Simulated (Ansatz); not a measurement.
`C[O][Sn]([NH2])([NH2])[NH2]`, relaxed with RKS PBE-D4/def2-SVP in the Gaussian-basis code of Ansatz from a rough embedded geometry. The force threshold is 0.03 eV/Å; the program also tests the step.

The species carries charge 0 and has multiplicity 1. Sn: def2 effective core potential.

Start:

```xyz
15

C    -1.435    0.260   -1.877
O    -1.403   -0.700   -0.903
Sn    0.014   -0.236    0.432
N     0.061   -1.732    1.924
N    -0.505    1.523    1.385
N     1.822   -0.018   -0.467
H    -2.161    0.052   -2.635
H    -0.400    0.326   -2.354
H    -1.650    1.326   -1.469
H     0.847   -1.448    2.511
H     0.412   -2.574    1.341
H     0.197    1.724    2.118
H    -0.352    2.309    0.644
H     2.524    0.155    0.259
H     2.029   -0.967   -0.908
```

```json
{"step": "1", "energy (eV)": "-13516.8901", "largest force (eV/Å)": "2.711", "largest move (Å)": "0.000"}
{"step": "2", "energy (eV)": "-13517.3027", "largest force (eV/Å)": "0.973", "largest move (Å)": "0.193"}
{"step": "3", "energy (eV)": "-13517.3841", "largest force (eV/Å)": "0.462", "largest move (Å)": "0.138"}
{"step": "4", "energy (eV)": "-13517.4006", "largest force (eV/Å)": "0.609", "largest move (Å)": "0.200"}
{"step": "5", "energy (eV)": "-13517.4455", "largest force (eV/Å)": "0.182", "largest move (Å)": "0.200"}
{"step": "6", "energy (eV)": "-13517.4997", "largest force (eV/Å)": "0.192", "largest move (Å)": "0.200"}
{"step": "7", "energy (eV)": "-13517.5278", "largest force (eV/Å)": "0.069", "largest move (Å)": "0.200"}
{"step": "8", "energy (eV)": "-13517.5357", "largest force (eV/Å)": "0.114", "largest move (Å)": "0.200"}
{"step": "9", "energy (eV)": "-13517.5394", "largest force (eV/Å)": "0.338", "largest move (Å)": "0.107"}
{"step": "10", "energy (eV)": "-13517.5427", "largest force (eV/Å)": "0.118", "largest move (Å)": "0.094"}
{"step": "11 (rejected)", "energy (eV)": "-13517.5426", "largest force (eV/Å)": "0.233", "largest move (Å)": "0.101"}
{"step": "12", "energy (eV)": "-13517.5454", "largest force (eV/Å)": "0.036", "largest move (Å)": "0.049"}
{"step": "13", "energy (eV)": "-13517.5464", "largest force (eV/Å)": "0.081", "largest move (Å)": "0.057"}
{"step": "14", "energy (eV)": "-13517.5470", "largest force (eV/Å)": "0.053", "largest move (Å)": "0.024"}
{"step": "15", "energy (eV)": "-13517.5475", "largest force (eV/Å)": "0.024", "largest move (Å)": "0.044"}
```

End:

```xyz
15

C    -1.517    0.149   -1.845
O    -0.906   -0.796   -0.987
Sn    0.324   -0.145    0.466
N     0.054   -1.557    1.957
N    -0.378    1.674    1.101
N     2.178    0.158   -0.410
H    -2.437   -0.305   -2.278
H    -0.859    0.439   -2.701
H    -1.818    1.087   -1.321
H     0.939   -2.056    2.130
H    -0.595   -2.266    1.579
H    -0.601    1.654    2.104
H     0.303    2.427    0.940
H     2.926    0.170    0.299
H     2.388   -0.636   -1.033
```

Hardware: 4 threads of an Arm Neoverse V1 on a shared host. Wall time 34 s, peak host memory 0.2 GiB.
